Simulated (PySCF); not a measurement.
SCF from a fresh guess for singlet Be2Te, at the PBE0 minimum. PySCF input:

```python
from pyscf import gto, scf, dft
mol = gto.M(atom='''
Te    -0.000000     0.251056     0.000000
Be     0.000000    -1.808294     0.966724
Be     0.000000    -1.808294    -0.966724''',
    basis={'Te': 'def2-TZVP', 'Be': 'def2-TZVP'},
    ecp={'Te': 'def2-TZVP'},
    charge=0, spin=0)
mf = dft.RKS(mol, xc='PBE0')
mf.grids.atom_grid = (50, 194)
aux = {'Te': 'def2-universal-JKFIT', 'Be': 'def2-universal-JKFIT'}
mf = mf.density_fit(auxbasis=aux)
mf.conv_tol = 1e-08
mf.diis_space = 10
mf.max_cycle = 60
mf.init_guess = 'minao'
mf.verbose = 4
mf.kernel()
```

Excerpt of the output (cycles and frontier levels):

```
init E= -256.034741869728
  HOMO = -0.60744297763079  LUMO = -0.488871294453884  gap/eV = 3.22650
cycle= 1 E= -295.198548081857  delta_E= -39.2  |g|= 3.26  |ddm|= 27.9
  HOMO = -0.123594442453888  LUMO = -0.0195512072271082  gap/eV = 2.83116
cycle= 2 E= -290.646392593183  delta_E= 4.55  |g|= 4.73  |ddm|= 9.81
  HOMO = -0.0861605914030168  LUMO = -0.0369028951060013  gap/eV = 1.34037
cycle= 3 E= -296.978948428691  delta_E= -6.33  |g|= 0.98  |ddm|= 5.89
  HOMO = -0.222821982926906  LUMO = -0.165022596266787  gap/eV = 1.57280
cycle= 4 E= -296.660619688125  delta_E= 0.318  |g|= 1.42  |ddm|=  3.1
  HOMO = -0.208628696495213  LUMO = -0.111221263652085  gap/eV = 2.65059
cycle= 5 E= -297.421068583483  delta_E= -0.76  |g|= 0.157  |ddm|= 1.44
  HOMO = -0.210513372890041  LUMO = -0.100964149043917  gap/eV = 2.98099
cycle= 6 E= -297.432029150982  delta_E= -0.011  |g|= 0.0155  |ddm|= 0.207
  HOMO = -0.20592333094974  LUMO = -0.0973899355875743  gap/eV = 2.95334
cycle= 7 E= -297.43213653835  delta_E= -0.000107  |g|= 0.00827  |ddm|= 0.036
  HOMO = -0.207121933523981  LUMO = -0.0979960723739799  gap/eV = 2.96947
cycle= 8 E= -297.432169155548  delta_E= -3.26e-05  |g|= 0.000801  |ddm|= 0.0141
  HOMO = -0.207043142907892  LUMO = -0.0978885856360359  gap/eV = 2.97025
cycle= 9 E= -297.432169946132  delta_E= -7.91e-07  |g|= 0.00047  |ddm|= 0.00311
  HOMO = -0.207011605085219  LUMO = -0.0978686302038199  gap/eV = 2.96993
cycle= 10 E= -297.432170089931  delta_E= -1.44e-07  |g|= 7.42e-05  |ddm|= 0.00129
  HOMO = -0.206995849890261  LUMO = -0.0978575924969309  gap/eV = 2.96980
cycle= 11 E= -297.43217009371  delta_E= -3.78e-09  |g|= 4.03e-05  |ddm|= 0.000228
  HOMO = -0.206993194565321  LUMO = -0.0978541650755789  gap/eV = 2.96982
Extra cycle  E= -297.432170092803  delta_E= 9.07e-10  |g|= 6.7e-05  |ddm|= 0.000169
converged SCF energy = -297.432170092803
```

No lower solution of this spin was found by a stability analysis within the restricted form, which does not test spin polarisation.

At the minimum of this search the closed-shell solution is unstable towards spin polarisation, so a lower open-shell solution exists.

The search for the lowest solution, with the stability check, took 2.7 s on 2 threads of a shared Arm Neoverse V1 host, with 88 basis functions; the process peaked at 0.29 GiB.
